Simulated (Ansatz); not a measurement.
The inner images of a band of BH4OSb (7 atoms, charge 0, multiplicity 1) are given out of order.

All numbers below come from RKS B3LYP/def2-SVPD in Ansatz.

Image 0:

```xyz
7
Properties=species:S:1:pos:R:3
O -1.341 -0.778 -0.708
B -0.008 -0.581 -0.741
Sb 1.044 1.197 0.250
H -1.844 -0.153 -0.171
H 0.640 -1.370 -1.382
H -0.262 1.475 1.348
H 1.833 0.142 1.359
```

Image 6:

```xyz
7
Properties=species:S:1:pos:R:3
O -1.482 -0.276 -0.605
B -0.140 -0.420 -0.546
Sb 1.097 1.290 0.306
H -1.951 -1.008 -1.025
H 0.390 -1.401 -1.015
H 0.043 1.532 1.643
H 2.103 0.214 1.197
```

Put them in order from the first end to the last, with their energies above the first end.
A.
```xyz
7
Properties=species:S:1:pos:R:3
O -1.424 -0.712 -0.471
B -0.080 -0.568 -0.531
Sb 0.978 1.295 0.282
H -2.122 -0.436 -1.065
H 0.601 -1.432 -1.042
H -0.040 1.427 1.660
H 2.148 0.357 1.122
```
B.
```xyz
7
Properties=species:S:1:pos:R:3
O -1.375 -0.818 -0.837
B -0.059 -0.606 -0.628
Sb 0.896 1.279 0.264
H -1.994 -0.133 -0.563
H 0.679 -1.469 -1.027
H -0.148 1.338 1.635
H 2.062 0.341 1.110
```
C.
```xyz
7
Properties=species:S:1:pos:R:3
O -1.388 -0.871 -0.701
B -0.080 -0.570 -0.563
Sb 0.932 1.315 0.284
H -2.119 -0.269 -0.845
H 0.660 -1.416 -1.006
H -0.060 1.385 1.690
H 2.116 0.358 1.095
```
D.
```xyz
7
Properties=species:S:1:pos:R:3
O -1.441 -0.406 -0.462
B -0.098 -0.547 -0.511
Sb 1.032 1.259 0.286
H -2.062 -0.730 -1.118
H 0.488 -1.460 -1.049
H -0.023 1.478 1.624
H 2.164 0.339 1.185
```
E.
```xyz
7
Properties=species:S:1:pos:R:3
O -1.366 -0.775 -0.787
B -0.033 -0.597 -0.687
Sb 0.972 1.233 0.252
H -1.921 -0.119 -0.350
H 0.660 -1.432 -1.212
H -0.212 1.389 1.498
H 1.961 0.233 1.240
```

E (+0.7 kJ/mol), B (+2.7 kJ/mol), C (+23.9 kJ/mol), A (+55.0 kJ/mol), D (+20.1 kJ/mol).

Time of the run: 120 s on 2 threads of AMD EPYC 9R45 (Zen 5) (shared host), peak memory 0.25 GiB.
